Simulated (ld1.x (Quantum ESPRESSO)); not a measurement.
manganese (Mn), ultrasoft: configuration errors across variants

manganese (Mn), ultrasoft, made with ld1.x (Quantum ESPRESSO) 7.5 (PBE, scalar-relativistic). Core [Ne], reference 3s2 3p6 3d5 4s1 4p1. Waves: 3s (bound): rcut 1.30, rcutus 1.60 bohr; 4s (bound): rcut 1.30, rcutus 1.60 bohr; 3p (bound): rcut 1.25, rcutus 1.50 bohr; 4p (bound): rcut 1.25, rcutus 1.50 bohr; 3d (bound): rcut 1.60, rcutus 2.15 bohr; 3d channel at -0.15 Ry: rcut 1.60, rcutus 2.15 bohr. Local part: all-electron potential smoothed inside 1.20 bohr (lloc = -1). Core correction: a·sin(br)/r model core inside 1.20 bohr. Augmentation charge: PSQ, radius 1.25 bohr.

All-electron excitation energies from the reference (eV): (1) 3s2 3p6 3d5 4s2 4p0 -3.857; (2) 3s2 3p6 3d5 4s1 4p0 4.559; (3) 3s2 3p6 3d5 4s0 4p0 20.158.

On the changes marked as counting shells twice: ld1.x takes every shell without a wave as core, so the model core holds the marked electrons as well and exchange and correlation see them twice. This cancels in the reference configuration, but the file is broken for other ones, and its errors say nothing about a proper core correction.

The overlap operator is not positive definite (basis up to 400 Ry) in “base”, “local potential all-electron potential smoothed inside 1.25 bohr (lloc = -1)”, “all radii but the core radius scaled by about 1.06 (s 1.70, p 1.60, d 2.28 bohr, rcut 1.38/1.32/1.70); local potential all-electron potential smoothed inside 1.28 bohr (lloc = -1); augmentation PSQ, radius 1.32 bohr”, “waves 3s (bound): rcut 1.30, rcutus 1.48 bohr; 4s (bound): rcut 1.30, rcutus 1.48 bohr”, “waves 3d (bound): rcut 1.60, rcutus 2.22 bohr; 3d channel at -0.15 Ry: rcut 1.60, rcutus 2.22 bohr”, “core correction a·sin(br)/r model core inside 1.14 bohr”, “augmentation PSQ, radius 1.45 bohr”, “wave 3d channel at -0.15 Ry: rcut 1.60, rcutus 2.15 bohr becomes 3d channel at 0.39 Ry: rcut 1.60, rcutus 2.15 bohr”. Such files are unfit for use, however small their errors in these radial tests.

Tests that are not counted but printed errors over 1 eV. “all radii but the core radius scaled by about 1.06 (s 1.70, p 1.60, d 2.28 bohr, rcut 1.38/1.32/1.70); local potential all-electron potential smoothed inside 1.28 bohr (lloc = -1); augmentation PSQ, radius 1.32 bohr”: 3s2 3p6 3d6 4s1 4p0 (solver errors, printed error -2368 eV); 3s2 3p6 3d5.5 4s1.5 4p0 (solver errors, printed error -2110 eV); 2 more. “waves 3p (bound): rcut 1.14, rcutus 1.20 bohr; 4p (bound): rcut 1.14, rcutus 1.20 bohr”: 3s2 3p5 3d5 4s2 4p0 (solver errors, printed error -2102 eV). “waves 3d (bound): rcut 1.60, rcutus 2.22 bohr; 3d channel at -0.15 Ry: rcut 1.60, rcutus 2.22 bohr”: 3s2 3p5 3d5 4s2 4p0 (solver errors, printed error -2409 eV); 3s2 3p6 3d3 4s0 4p0 (solver errors, printed error -1315 eV). “augmentation PSQ, radius 1.45 bohr”: 3s2 3p5 3d5 4s2 4p0 (solver errors, printed error -1981 eV); 3s2 3p6 3d3 4s0 4p0 (solver errors, printed error -1818 eV). “wave 3d channel at -0.15 Ry: rcut 1.60, rcutus 2.15 bohr becomes 3d channel at 0.39 Ry: rcut 1.60, rcutus 2.15 bohr”: 3s2 3p5 3d5 4s2 4p0 (solver errors, printed error -1885 eV).

1 further variants failed, have other tests or too few solved ones, and are left out.

The file “type TM; waves now 3p (bound): rc 1.50 bohr; 3d (bound): rc 2.15 bohr; 3s (bound): rc 1.60 bohr; local potential the s channel; core correction full core density, not smoothed (it rises at the typed radius of 1.20 bohr, so ld1.x skipped the fit) (4p, 4s counted twice)” misses its own reference levels by 1.6 eV.

Errors AE − PS in meV (a dash: test not solved or not reliable):

```csv
change,(1),(2),(3),bound ghosts
base,-1.2,-2.8,-4.6,not determined (overlap not positive)
local potential all-electron potential smoothed inside 1.25 bohr (lloc = -1),-1.2,-2.1,-2.7,not determined (overlap not positive)
"all radii but the core radius scaled by about 1.06 (s 1.70, p 1.60, d 2.28 bohr, rcut 1.38/1.32/1.70); local potential all-electron potential smoothed inside 1.28 bohr (lloc = -1); augmentation PSQ, radius 1.32 bohr",-5.9,-3.6,+0.2,not determined (overlap not positive)
"waves 3p (bound): rcut 1.14, rcutus 1.20 bohr; 4p (bound): rcut 1.14, rcutus 1.20 bohr",+0.3,-0.4,-1.2,none
"waves 3s (bound): rcut 1.30, rcutus 1.48 bohr; 4s (bound): rcut 1.30, rcutus 1.48 bohr",-1.0,-2.5,-4.4,not determined (overlap not positive)
"waves 3d (bound): rcut 1.60, rcutus 2.22 bohr; 3d channel at -0.15 Ry: rcut 1.60, rcutus 2.22 bohr",-1.4,-2.8,-4.4,not determined (overlap not positive)
core correction a·sin(br)/r model core inside 1.14 bohr,-1.2,-2.8,-4.6,not determined (overlap not positive)
"augmentation PSQ, radius 1.45 bohr",-3.9,-0.6,-21,not determined (overlap not positive)
"type TM; waves now 3p (bound): rc 1.50 bohr; 3d (bound): rc 2.15 bohr; 3s (bound): rc 1.60 bohr; local potential the s channel; core correction full core density, not smoothed (it rises at the typed radius of 1.20 bohr, so ld1.x skipped the fit) (4p, 4s counted twice)",+1271,-550,-3633,none
"wave 3d channel at -0.15 Ry: rcut 1.60, rcutus 2.15 bohr becomes 3d channel at 0.39 Ry: rcut 1.60, rcutus 2.15 bohr",-0.7,-2.7,-7.0,not determined (overlap not positive)
```

Give the same row for: local potential all-electron potential smoothed inside 1.98 bohr (lloc = -1).

-1.1, -2.3, -3.1; bound ghosts: none. Not counted: 3s2 3p6 3d3 4s0 4p0 (solver errors, printed error -1601 eV).
